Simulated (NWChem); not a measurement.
Molecule: C4H6O; SMILES O=C1CCC1

```xyz
11

O      0.0000     0.0000    -1.8880
C      0.0000     0.0000    -0.6844
C      0.0000     1.1113     0.3809
C      0.0000     0.0000     1.4762
C      0.0000    -1.1113     0.3809
H      0.8866     1.7547     0.3470
H     -0.8866     1.7547     0.3470
H      0.8874     0.0000     2.1136
H     -0.8874     0.0000     2.1136
H      0.8866    -1.7547     0.3470
H     -0.8866    -1.7547     0.3470
```
Atoms are numbered in this order, from 1.

Results from NWChem. Pople sets run with spherical d functions. Geometry: optimised at B3LYP/6-31G* (spherical d). B3LYP is NWChem's, with the RPA form of VWN correlation. Level: B3LYP/6-31G* with SMD (1 M gas to 1 M solution), gas-phase geometry.

### Question
Estimate the computed values for solvent water. Quantities: solvation free energy (kcal/mol); cavity-dispersion-structure term (kcal/mol); dipole in solution (D).

### Answer
| Item | Result |
|---|---|
| solvation free energy (kcal/mol) | -3.4 |
| cavity-dispersion-structure term (kcal/mol) | 3.1 |
| dipole in solution (D) | 3.78 |
